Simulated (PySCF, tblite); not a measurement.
Compound: C4H13PSi2.
Geometry (PBE0-D3(BJ)/def2-SVP, Å), atoms numbered from 1 in this order:
```
atom  x, y, z in Å
C1    -1.8915    1.3436   -1.0560
C2    -1.5409   -0.0656   -0.6636
C3    -2.0841   -0.6796    0.5845
C4    -0.6173   -0.3183    0.5073
Si5    0.7115   -1.6183    0.3759
P6     2.2124   -0.9088   -1.1737
Si7    2.7084    1.0247   -0.1150
H8    -2.8419    1.3795   -1.6118
H9    -1.1100    1.7846   -1.6946
H10   -1.9979    1.9851   -0.1670
H11   -1.4231   -0.7515   -1.5122
H12   -2.3626   -1.7376    0.5720
H13   -2.7179   -0.0585    1.2248
H14   -0.3320    0.5802    1.0694
H15    1.3685   -1.8786    1.6953
H16    0.1028   -2.8931   -0.1201
H17    3.3263   -1.6258   -0.6346
H18    1.6702    2.0310   -0.4905
H19    2.7357    0.9114    1.3784
H20    4.0424    1.5047   -0.5864
```

Jobs on this species (20 atoms, 80 electrons) with PySCF (density fitting) and tblite. Hardware of each: Intel Xeon at 2.50 GHz, one thread, no GPU, shared host. The host was shared with other jobs, so the times are rough.

```tsv
level and settings	work	basis functions	SCF cycles	wall time
PBE0/pcSseg-1, IEF-PCM dimethylsulfoxide	shieldings, ring-centre shieldings, charges and field gradients	205	?	?
delta-SCF UKS SCAN, pcX-2 on the ionised atom, pcseg-1 elsewhere, spin-free X2C	ΔSCF core ionisation, 10 holes	217	?	?
CAM-B3LYP/def2-SVPD, IEF-PCM dimethylsulfoxide	6 singlets by full TDDFT, polarisability	256	12	2.7 min
GFN2-xTB	L-BFGS relaxation	–	–	3.9 s
BHandHLYP/aug-pcX-1 (pcseg-1 on H, def2-SVPD on Si, def2-SVPD on P)	K-edge TDA, 20 lines	269	12	86 s
GFN2-xTB	Hessian by finite differences	–	–	3.1 s
PBE0/pcSseg-1	shieldings, ring-centre shieldings, charges and field gradients	205	12	1.9 min
PBE0/pcSseg-1, IEF-PCM tetrahydrofuran	shieldings, ring-centre shieldings	205	12	95 s
CAM-B3LYP/def2-SVPD	10 singlets by full TDDFT, 4 Tamm–Dancoff triplets, polarisability, ΔSCF ions	256	12	21 min
```

Q: Fill in the missing figures.

A: 
- PBE0/pcSseg-1, IEF-PCM dimethylsulfoxide; shieldings, ring-centre shieldings, charges and field gradients: 1.8 min, 12 SCF cycles
- delta-SCF UKS SCAN, pcX-2 on the ionised atom, pcseg-1 elsewhere, spin-free X2C; ΔSCF core ionisation, 10 holes: 8.6 min, 147 SCF cycles

Q: What do all jobs in the table cost together?

A: About 39 min; the longest takes about 54 % of that, and about 410 times as long as the shortest.
